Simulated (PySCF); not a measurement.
**Interval between two levels of Mo⁺ by level of theory**

Mo⁺ [Kr] 4d5 [6S5/2, M_J = 5/2] → Mo⁺ [Kr] 4d4 5s1 [6D9/2, M_J = 9/2], as a difference of total energies. Computed with PySCF 2.14 in x2c-SVPall-2c with one added diffuse shell each of s, p, d type (7s9p7d1f, 76 functions), with the two-component X2C-1e Hamiltonian. Correlated levels: [Ar] 3d10 frozen; the 6 highest virtual spinors dropped. "Screened" scales the spin-orbit matrix elements by Boettger's factors to mimic the two-electron term; Breit and QED terms are absent.

```tsv
method	interval between two levels (cm⁻¹)	error (cm⁻¹)
GHF (spin-free)	12406	-1055
GMP2 (spin-free)	12776	-685
GHF (screened spin-orbit)	13065	-395
GMP2 (screened spin-orbit)	13475	+15
```

Reference: 13461 cm⁻¹ (measured; NIST Handbook of Basic Atomic Spectroscopic Data (Sansonetti and Martin, J. Phys. Chem. Ref. Data 34, 1559 (2005))).

The spin-free rows relax to the high-spin LS determinant and lack the spin-orbit shift.

Errors of the correlated levels include the incompleteness of this basis and the frozen core.

The labels give the starting determinants; with spin-orbit coupling the two ends relaxed to ⟨J²⟩ = 8.75, ⟨L²⟩ = 0.01, ⟨S²⟩ = 8.75 and ⟨J²⟩ = 24.76, ⟨L²⟩ = 6.04, ⟨S²⟩ = 8.74.
